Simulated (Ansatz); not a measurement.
BeCl2(H2O)2 (BeCl₂O₂H₄): single points at one geometry.

```yaml
crystal:
  periodic: [false, false, false]
  atoms:
    - {symbol: Be, position_ang: [0.336528, 0.002756, 0.230540]}
    - {symbol: Cl, position_ang: [0.049053, 0.226177, 2.157244]}
    - {symbol: Cl, position_ang: [2.028948, -0.209233, -0.737250]}
    - {symbol: O, position_ang: [-0.433385, 1.386199, -0.504990]}
    - {symbol: H, position_ang: [0.222267, 1.815209, -1.081207]}
    - {symbol: H, position_ang: [-0.658871, 2.010204, 0.206134]}
    - {symbol: O, position_ang: [-0.612890, -1.394581, -0.209441]}
    - {symbol: H, position_ang: [-0.906470, -1.822130, 0.613315]}
    - {symbol: H, position_ang: [-0.025190, -2.014601, -0.674336]}
basis:
  gaussian: {orbitals: 6-31G}
hamiltonian: {xc: hf}
scf: {omitted_lower_state_checks: [starts]}
output: {orbitals: {seedname: orbitals}}
```

The file start.molden holds the orbitals of an earlier run on this structure, at another level or in another basis.

```sh
$ ansatz run in.yaml --threads 4 --pin off --events-out ev --progress --plain --max-ram 3916MiB
```

It prints (some lines left out):

```
Functional definition: HF
  name "HF"
  cite "Fock, Z. Phys. 61, 126 (1930) doi:10.1007/BF01340294"
  parent pbe
  exchange = exact_x
  correlation = 0
these checks for a lower state are left out or cut short: starts
683 factors; integrals over basis functions are off by at most 2.1e-4 eV
mean field evaluation 1: about -29542.6740 eV, gradient 3.4e1 eV
mean field evaluation 2: about -29542.6765 eV, gradient 3.4e1 eV
mean field evaluation 4: about -29545.5125 eV, gradient 3.0e0 eV
mean field evaluation 8: about -29545.5369 eV, gradient 7.7e-5 eV
mean field -29545.53685188 eV, -1085.7784526224 hartree, gradient 2.0e-5 eV, S^2 0.000000; 0 other end points of the search recorded, 0 dependent functions left out
reference -29545.53685188 eV, -1085.7784526224 hartree; 29, 29 occupied and 32, 32 virtual orbitals, 683 factors
Total energy: -29545.53685188 eV, -1085.7784526224 hartree
Checks for a lower state left out: starts
```

Run time 0.2 s (4 threads of Arm Neoverse V2 on a shared host).

As the first input, with `gaussian: {orbitals: def2-TZVP, initial_orbitals: start.molden}` (abridged; 1.1 s):

```
Functional definition: HF
mean field -29551.36128198 eV, -1085.9924964807 hartree, gradient 1.9e-5 eV, S^2 0.000000
Total energy: -29551.36128198 eV, -1085.9924964807 hartree
Checks for a lower state left out: starts
```

As the first input, with `gaussian: {orbitals: def2-TZVP, initial_orbitals: start.molden}`, `hamiltonian: {xc: {name: wB97M-V}}` (abridged; 6 s):

```
Functional definition: wB97M-V
mean field -29611.50910285 eV, -1088.2028881281 hartree, gradient 1.9e-5 eV, S^2 0.000000
Total energy: -29611.50915080 eV, -1088.2028898903 hartree
Checks for a lower state left out: starts
```

The first input with `gaussian: {orbitals: def2-TZVP, initial_orbitals: start.molden}`, `hamiltonian: {xc: {name: B2PLYP}}` and without the key `output` (abridged; 3.3 s):

```
Functional definition: B2PLYP
mean field -29595.69409723 eV, -1087.6216973912 hartree, gradient 9.5e-6 eV, S^2 0.000000
12 core orbitals not correlated: weight in the atoms' cores, before any rotation towards them, 1.000 or more for the frozen orbitals, at most 0.000 for the correlated occupied ones
second order -31.11476213 eV of doubles, -0.00000000 eV of singles
Total energy: -29604.09524393 eV, -1087.9304338378 hartree
Checks for a lower state left out: starts
```

First input, but with `gaussian: {orbitals: def2-TZVP, initial_orbitals: start.molden}`, `hamiltonian: {xc: {name: BLYP}, dispersion: d4}` (abridged; 1.7 s):

```
Functional definition: BLYP
mean field -29612.89093686 eV, -1088.2536695913 hartree, gradient 7.2e-6 eV, S^2 0.000000
Total energy: -29613.31322895 eV, -1088.2691885393 hartree
Checks for a lower state left out: starts
```

First input, but with `gaussian: {orbitals: STO-3G}` (abridged; 0.1 s):

```
Functional definition: HF
mean field -29221.25894345 eV, -1073.8614592909 hartree, gradient 1.8e-5 eV, S^2 0.000000
Total energy: -29221.25894345 eV, -1073.8614592909 hartree
Checks for a lower state left out: starts
```

As the first input, with `gaussian: {orbitals: def2-TZVP, initial_orbitals: start.molden}`, `correlation: {method: mp2}` and without the key `hamiltonian` (abridged; 1.4 s):

```
Functional definition: HF
mean field -29551.36139862 eV, -1085.9925007669 hartree, gradient 5.1e-6 eV, S^2 0.000000
12 core orbitals not correlated: weight in the atoms' cores, before any rotation towards them, 1.000 or more for the frozen orbitals, at most 0.000 for the correlated occupied ones
second order -25.98924001 eV of doubles, -0.00000000 eV of singles
Total energy: -29577.35063863 eV, -1086.9475877213 hartree
Checks for a lower state left out: starts
```

Geometry: B3LYP-D4/def2-SVP.

Correlated methods freeze 12 core orbitals.
